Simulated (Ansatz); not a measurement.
Gas-phase electronic energies from Ansatz, PBE0-D4/def2-TZVP geometries. CCSD(T)/CBS is the MP2 limit (def2-TZVPP, def2-QZVPP) plus CCSD(T) − MP2 in def2-TZVPP, frozen cores. DFT in def2-TZVPP. B3LYP here is the variant with VWN-RPA as its local correlation; programs differ in this. One conformer a species, not always the lowest.

Consider the ligand exchange at the Si–C bond: `C[SiH2]C[S][AlH2]` + `FCS` → `C[SiH2]SCF` + `C[S][AlH2]`.

`C[SiH2]C[S][AlH2]`:

Z-matrix (Å, degrees):
```
C
Si 1 1.892
Al 1 2.475 2 156.6
S 1 1.850 2 108.2 3 51.4
H 1 1.108 2 104.8 3 -69.8
H 1 1.094 2 109.9 3 173.5
C 2 1.862 1 110.6 3 10.9
H 2 1.491 1 107.5 3 132.1
H 2 1.486 1 107.1 3 -111.1
H 3 1.583 1 108.6 2 -51.3
H 3 1.582 1 106.2 2 175.8
H 7 1.092 2 110.4 1 -58.4
H 7 1.093 2 110.9 1 61.7
H 7 1.092 2 110.5 1 -178.5
```

`FCS`:

Cartesian coordinates in Å:
```
F 1.012 0.687 0.917
C -0.104 0.026 0.462
S 0.197 -0.911 -1.031
H -0.893 0.761 0.304
H -0.412 -0.698 1.220
H 0.201 0.135 -1.873
```

`C[SiH2]SCF`:

Cartesian coordinates in Å:
```
C 0.974 0.823 1.288
Si -0.440 -0.365 1.050
S -0.168 -1.665 -0.636
C -0.472 -0.492 -1.965
F 0.563 0.401 -2.135
H 0.796 1.461 2.159
H 1.088 1.457 0.407
H 1.908 0.280 1.441
H -0.579 -1.285 2.208
H -1.714 0.376 0.838
H -1.381 0.081 -1.772
H -0.577 -1.073 -2.883
```

`C[S][AlH2]`:

Z-matrix (Å, degrees):
```
C
S 1 1.822
H 1 1.090 2 111.6
H 1 1.089 2 108.7 3 120.6
H 1 1.089 2 108.7 3 -120.6
Al 2 2.168 1 102.5 3 -0.3
H 6 1.585 2 117.5 1 0.1
H 6 1.580 2 117.5 1 -179.9
```

(1) Is it downhill or uphill in electronic energy at CCSD(T)/CBS, and by how much? (Estimate.)

(2) What do these levels give: PBE-D4, B3LYP-D4, B2PLYP, PBE, PBE0, HF/def2-TZVPP, SCS-MP2/def2-TZVPP, CCSD(T)/def2-TZVPP, HF/def2-QZVPP, MP2/def2-QZVPP, HF/CBS(def2), CCSD/CBS(def2)? (Estimate.)

Largest T1 diagnostic among the species: 0.011.

Results:

(1) The calculation gave: Downhill: ΔE = -21.8 kcal/mol.

(2) Ansatz gave: PBE-D4 -22.1, B3LYP-D4 -23.1, B2PLYP -23.1, PBE -22.8, PBE0 -22.6, HF/def2-TZVPP -25.5, SCS-MP2/def2-TZVPP -21.8, CCSD(T)/def2-TZVPP -21.3, HF/def2-QZVPP -25.4, MP2/def2-QZVPP -21.4, HF/CBS(def2) -25.3, CCSD/CBS(def2) -22.2 kcal/mol.

In def2-TZVPP, CCSD(T) changes the Hartree–Fock value by +4.2 kcal/mol (the triples alone add +0.3 kcal/mol) and MP2 by +4.3 kcal/mol. The D4 term adds +1.0 kcal/mol with B3LYP and +0.6 kcal/mol with PBE0; it sums over pairs of atoms, weighted by their polarisabilities, and B3LYP, whose exchange is more repulsive, gets the larger term.
